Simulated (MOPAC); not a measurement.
Input for MOPAC: AM1 on BFH2OSe (SMILES OB(F)[SeH]), a point of a torsion scan.

```
AM1 1SCF PRECISE CHARGE=0 THREADS=1
BFH2OSe

O     -0.92653092 1    -0.80661632 1     0.31268286 1
B     -0.21816442 1     0.29157002 1     0.08737102 1
F     -0.74447213 1     1.33149465 1    -0.55047218 1
Se     1.55525714 1     0.42879765 1     0.84593440 1
H     -1.82390801 1    -0.85542847 1    -0.02097670 1
H      1.31687141 1    -0.50308009 1     1.91097763 1
```

It printed:

```
*******************************************************************************
 **                                                                           **
 **                              MOPAC v23.2.5                                **
 **                                                                           **
 *******************************************************************************
 ** MOPAC's Digital Object Identifier: https://doi.org/10.5281/zenodo.6511958 **
 **                                                                           **
 ** Please cite the open-source release paper for use of this MOPAC version:  **
 ** J. E. Moussa and J. J. P. Stewart (2026)                                  **
 ** MOPAC: An open-source semiempirical molecular orbital program             **
 ** J. Open Source Softw., 11(119), 8025, https://doi.org/10.21105/joss.08025 **
 *******************************************************************************

                              AM1 CALCULATION RESULTS

 *******************************************************************************
 *  AM1        - The AM1 Hamiltonian to be used
 *
 *
 *
 *                 CHARGE ON SYSTEM = 0
 *
 *
 *
 *  PRECISE    - TIGHTER CRITERIA TO BE USED
 *  1SCF       - DO 1 SCF AND THEN STOP
 *  THREADS=1  - MULTI-THREADING NOT USED
 *  T=         - A TIME OF 172800.0 SECONDS REQUESTED
 *  DUMP=N     - RESTART FILE WRITTEN EVERY 7200.0 SECONDS REQUESTED
 *******************************************************************************
AM1 1SCF PRECISE CHARGE=0 THREADS=1
 BFH2OSe

   ATOM   CHEMICAL          X               Y               Z
  NUMBER   SYMBOL      (ANGSTROMS)     (ANGSTROMS)     (ANGSTROMS)

     1       O         -0.92653092  *  -0.80661632  *   0.31268286  *
     2       B         -0.21816442  *   0.29157002  *   0.08737102  *
     3       F         -0.74447213  *   1.33149465  *  -0.55047218  *
     4      Se          1.55525714  *   0.42879765  *   0.84593440  *
     5       H         -1.82390801  *  -0.85542847  *  -0.02097670  *
     6       H          1.31687141  *  -0.50308009  *   1.91097763  *



          CARTESIAN COORDINATES

    NO.       ATOM           X           Y           Z

     1         O         -0.9265     -0.8066      0.3127
     2         B         -0.2182      0.2916      0.0874
     3         F         -0.7445      1.3315     -0.5505
     4        Se          1.5553      0.4288      0.8459
     5         H         -1.8239     -0.8554     -0.0210
     6         H          1.3169     -0.5031      1.9110

  H: (AM1): M.J.S. DEWAR ET AL, J. AM. CHEM. SOC. 107 3902-3909 (1985)
  B: (AM1): M.J.S. DEWAR ET AL, ORGANOMETALLICS, 7, 513-521 (1988)
  O: (AM1): M.J.S. DEWAR ET AL, J. AM. CHEM. SOC. 107 3902-3909 (1985)
  F: (AM1): M.J.S. DEWAR AND E. G. ZOEBISCH, THEOCHEM, 180, 1 (1988).
 Se: (AM1): J. J. P. STEWART, J. MOL. MOD., 10, 155-164 (2004)

           Empirical Formula: H2 O B F Se  =     6 atoms



      MOLECULAR POINT GROUP   :   C1


      RHF CALCULATION, NO. OF DOUBLY OCCUPIED LEVELS = 12


 -------------------------------------------------------------------------------
 AM1 1SCF PRECISE CHARGE=0 THREADS=1
 BFH2OSe



     1SCF WAS SPECIFIED, SO BFGS WAS NOT USED
     SCF FIELD WAS ACHIEVED


                              AM1 CALCULATION
                                                       MOPAC v23.2.5 Linux




          FINAL HEAT OF FORMATION =       -159.79236 KCAL/MOL =    -668.57125 KJ/MOL


          COSMO AREA              =        103.41 SQUARE ANGSTROMS
          COSMO VOLUME            =         87.92 CUBIC ANGSTROMS

          IONIZATION POTENTIAL    =          8.005945 EV
          HOMO LUMO ENERGIES (EV) =         -8.006 -0.519
          NO. OF FILLED LEVELS    =         12
          MOLECULAR WEIGHT        =        126.7836         POINT GROUP:  C1

          MOLECULAR DIMENSIONS (Angstroms)

            Atom       Atom       Distance
            H     5   Se     4     3.71746
            H     6    F     3     3.22226
            O     1    F     3     0.45600


          SCF CALCULATIONS        =          1





   ATOM   CHEMICAL          X               Y               Z
  NUMBER   SYMBOL      (ANGSTROMS)     (ANGSTROMS)     (ANGSTROMS)

     1       O         -0.92653092  *  -0.80661632  *   0.31268286  *
     2       B         -0.21816442  *   0.29157002  *   0.08737102  *
     3       F         -0.74447213  *   1.33149465  *  -0.55047218  *
     4      Se          1.55525714  *   0.42879765  *   0.84593440  *
     5       H         -1.82390801  *  -0.85542847  *  -0.02097670  *
     6       H          1.31687141  *  -0.50308009  *   1.91097763  *

                             CARTESIAN COORDINATES

   1    O       -0.926530920    -0.806616320     0.312682860
   2    B       -0.218164420     0.291570020     0.087371020
   3    F       -0.744472130     1.331494650    -0.550472180
   4   Se        1.555257140     0.428797650     0.845934400
   5    H       -1.823908010    -0.855428470    -0.020976700
   6    H        1.316871410    -0.503080090     1.910977630


           Empirical Formula: H2 O B F Se  =     6 atoms



      MOLECULAR POINT GROUP   :   C1


                  EIGENVALUES
 -49.79737 -38.19431 -23.02582 -19.61018 -18.90546 -16.50066 -16.23431 -14.01509
 -13.57148 -12.38979 -11.06646  -8.00594  -0.51924   0.62832   2.17898   3.93578
   5.15232   7.48008


              NET ATOMIC CHARGES AND DIPOLE CONTRIBUTIONS

  ATOM NO.   TYPE          CHARGE      No. of ELECS.   s-Pop       p-Pop
    1          O          -0.320472        6.3205     1.82603     4.49444
    2          B           0.123112        2.8769     1.18186     1.69503
    3          F          -0.164901        7.1649     1.88583     5.27907
    4         Se           0.144442        5.8556     1.95573     3.89983
    5          H           0.236776        0.7632     0.76322
    6          H          -0.018956        1.0190     1.01896
 DIPOLE           X         Y         Z       TOTAL
 POINT-CHG.     0.772    -0.270     0.395     0.908
 HYBRID        -1.547    -0.372    -0.172     1.600
 SUM           -0.775    -0.642     0.223     1.031


          ATOMIC ORBITAL ELECTRON POPULATIONS

     Atom    s        px        py        pz
    1  O   1.82603   1.29692   1.48756   1.70996
    2  B   1.18186   0.67840   0.56427   0.45236
    3  F   1.88583   1.85402   1.64401   1.78104
    4 Se   1.95573   1.06971   1.50998   1.32014
    5  H   0.76322
    6  H   1.01896

 **********************
 *                    *
 * JOB ENDED NORMALLY *
 *                    *
 **********************




 == MOPAC DONE ==
```

The run finished.

Cost: around 0.020 core-seconds (rough).
